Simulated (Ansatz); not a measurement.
One change: `[SiH3][GaH][SH]` becomes `[SH][GaH][Cl]`.

Ansatz, PBE0-D4/def2-TZVP geometries, multiplicity 1. Each molecule was computed in one conformer, which needn't be the lowest.

Scalar relativity is left out up to krypton.

| property | `[SiH3][GaH][SH]` |
| --- | --- |
| LUMO energy (ωB97M-V/def2-TZVPP) / eV | -0.11 |
| HOMO–LUMO gap (PBE0/def2-TZVPP) / eV | 5.88 |
| HOMO–LUMO gap (ωB97M-V/def2-TZVPP) / eV | 9.66 |
| HOMO energy (PBE0/def2-TZVPP) / eV | -7.73 |
| ideal-gas entropy at 298 K and 1 bar (rigid rotor, harmonic PBE0-D4/def2-TZVP) / J/(mol·K) | 350 |
| zero-point energy (PBE0-D4/def2-TZVP) / kJ/mol | 107.2 |

What does the change do to each property? (Best estimate.)

Computed: 
| property | `[SH][GaH][Cl]` | shift |
| --- | --- | --- |
| LUMO energy (ωB97M-V/def2-TZVPP) / eV | 0.28 | 0.39 |
| HOMO–LUMO gap (PBE0/def2-TZVPP) / eV | 6.59 | 0.71 |
| HOMO–LUMO gap (ωB97M-V/def2-TZVPP) / eV | 10.50 | 0.84 |
| HOMO energy (PBE0/def2-TZVPP) / eV | -8.04 | -0.31 |
| ideal-gas entropy at 298 K and 1 bar (rigid rotor, harmonic PBE0-D4/def2-TZVP) / J/(mol·K) | 314 | -36 |
| zero-point energy (PBE0-D4/def2-TZVP) / kJ/mol | 46.4 | -60.8 |

With PBE0 the HOMO falls by 0.31 eV and the LUMO rises by 0.39 eV, so the gap widens by about 0.70 eV. PBE moves the HOMO by -0.24 eV and ωB97M-V by -0.44 eV. The zero-point energy changes by -60.8 kJ/mol with -9 modes. Modes under 60 cm⁻¹, often nearly free rotors, make the harmonic entropy too high.
